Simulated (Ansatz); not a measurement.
Forces on a displaced structure

BH3SeO (SMILES B[Se]O), singlet, displaced at random from a GFN2-xTB minimum.

B1  (-0.887, -0.084, -0.591)
Se2  (0.468, -1.132, 0.133)
O3  (1.269, 0.038, 1.290)
H4  (-1.582, -0.601, -1.359)
H5  (-0.917, 1.051, -0.308)
H6  (1.722, 0.727, 0.819)
(Å)

Ansatz 0.2.0; basis: def2-TZVPP; cores frozen in the correlated methods. Filled d shells of the heavier atoms are correlated. The def2 sets are not built for correlating such inner shells, so the correlated values are less sure here.

CCSD(T) forces from the calculation:
```csv
atom,Fx,Fy,Fz (eV/Å)
B1,0.309,0.266,0.092
Se2,0.631,0.173,0.459
O3,-0.427,-0.777,0.466
H4,-0.550,-0.376,-0.511
H5,-0.164,0.432,0.133
H6,0.200,0.283,-0.638
```

(1) Which atom feels the largest CCSD(T) force, and how large is it?

T1 diagnostic: at most 0.015. These are differences at one structure, and CCSD(T) in triple zeta is itself an approximation.

Results:

(1) O3, 1.00 eV/Å, along (-0.43, -0.78, 0.47).

Root-mean-square difference of the force components from those of CCSD(T): PBE0-D4 0.100; wB97M-V 0.085; r2SCAN-D4 0.086; PBE-D4 0.227; r2SCANh-D4 0.083; wB97X-V 0.102 eV/Å.

For scale, one of the runs: CCSD(T)/def2-TZVPP forces, 152 basis functions (an equivalent command: `ansatz run in.yaml --threads 4`). Hardware: 4 CPU threads, shared host. Wall time 110 s; peak host memory 1.9 GiB.
